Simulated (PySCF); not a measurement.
**CH10O3Si3**

The system: CH10O3Si3, a molecule drawn to mimic a surface site (built as: Si site whose three back bonds go to OSiH3, CH2SiH3, OH; end group OH); neutral, singlet. The structure, one conformer, was relaxed in the gas phase by PBE0-D3(BJ)/def2-SVP. No frequency run checks that it is a minimum.

SMILES: O[Si](O)(C[SiH3])O[SiH3]

Coordinates in Å:
```
Si1     0.153   -0.550    0.976
O2      0.738    0.909    0.444
Si3     1.711    1.621   -0.696
C4     -0.892   -1.304   -0.352
Si5    -1.972   -0.052   -1.248
O6      1.370   -1.608    1.329
O7     -0.677   -0.227    2.370
H8      1.917    0.707   -1.860
H9      3.039    1.947   -0.094
H10     1.061    2.880   -1.160
H11    -1.527   -2.084    0.101
H12    -0.238   -1.806   -1.085
H13    -2.674    0.830   -0.264
H14    -3.006   -0.728   -2.090
H15    -1.137    0.815   -2.135
H16     1.826   -1.455    2.163
H17    -0.982    0.679    2.469
```

Shieldings: GIAO PBE0/pcSseg-1. Shifts are against computed references at the same level: C TMS (σ 184.4 ppm), H TMS (σ 31.27 ppm), Si TMS (σ 352.0 ppm). Core levels by delta-SCF with SCAN, pcX-2 on the ionised atom and pcseg-1 elsewhere, spin-free X2C (2p3/2 is the spin-free 2p value less a third of a first-order spin-orbit splitting); from the vacuum level, for chosen atoms.

(1) Give the NMR and core-level values of the distinct atoms.

(2) Which of O2, O6, O7 holds its core electrons tightest, and by how much against the loosest?

(3) By CAM-B3LYP/def2-SVPD (TDDFT singlets, Tamm-Dancoff triplets, ionisation by delta-SCF), where does absorption start, and what does vertical ionisation take?

Results:

(1) 
| atoms | bonded to | σ (ppm) | δ (ppm) | core level (eV) |
| --- | --- | --- | --- | --- |
| Si1 | 1 C + 3 O | 387.4 | -35.5 | 2p3/2 107.95 |
| O2 | 2 Si | 279.8 | - | 1s 537.86 |
| Si3 | 1 O + 3 H | 392.1 | -40.1 | - |
| C4 | 2 Si + 2 H | 196.0 | -11.6 | 1s 289.96 |
| Si5 | 1 C + 3 H | 420.8 | -68.9 | - |
| O6 | 1 Si + 1 H | 270.2 | - | 1s 538.59 |
| O7 | 1 Si + 1 H | 276.8 | - | 1s 538.61 |
| H8 H9 H10 | 1 Si | 26.32 | 4.95 | - |
| H11 | 1 C | 31.32 | -0.05 | - |
| H12 | 1 C | 31.20 | 0.07 | - |
| H13 H14 H15 | 1 Si | 27.39 | 3.88 | - |
| H16 | 1 O | 29.35 | 1.92 | - |
| H17 | 1 O | 29.51 | 1.76 | - |

Values are those of this one static structure, with the three H of a rotating XH3 group averaged; atoms that internal rotation interchanges would show their mean in an NMR spectrum.

(2) O7 (bonded to 1 Si + 1 H), by 0.74 eV over O2 (bonded to 2 Si).

(3) The lowest singlet lies at 7.61 eV (f 0.004), the strongest of the first 6 at 7.99 eV (f 0.053), the lowest triplet at 7.25 eV; vertical ionisation takes 10.78 eV.

The 3 runs behind this took 5.9 min in all, one thread each of Intel Xeon 6975P-C on a shared host, launched as `OMP_NUM_THREADS=1 python cluster_run.py task.json out`.
